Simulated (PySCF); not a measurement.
# Correlation energy of Zn⁺ (zinc, charge +1)

[Ar] 3d10 4s1, 2S determinant. Computed with PySCF 2.14 in cc-pVDZ-DK (6s5p3d1f, 43 functions), with the spin-free X2C one-electron Hamiltonian (Gaussian nucleus). Frozen: [Ar]; 11 electrons correlated.

MP2 pair energies summed by pair of shells (mhartree):

```
 pair   energy  share (%)
3d-3d  -380.96       94.4
3d-4s   -22.61        5.6
```

Total MP2 correlation energy: -403.56 mhartree.

Same-spin part -154.84 and opposite-spin part -248.73 mhartree; SCS-MP2 scales them by 1/3 and 6/5 to -350.08 mhartree.

| level | correlation energy (mhartree) |
| --- | --- |
| CCSD | -363.88 |
| (T) | -5.50 |
| CCSD(T) | -369.38 |

Diagnostics: T1 = 0.011, D1 = 0.0264, largest double amplitude 0.019.

Q: Is a single reference adequate?

A: Yes: T1 lies below 0.03 and no double amplitude reaches 0.07.
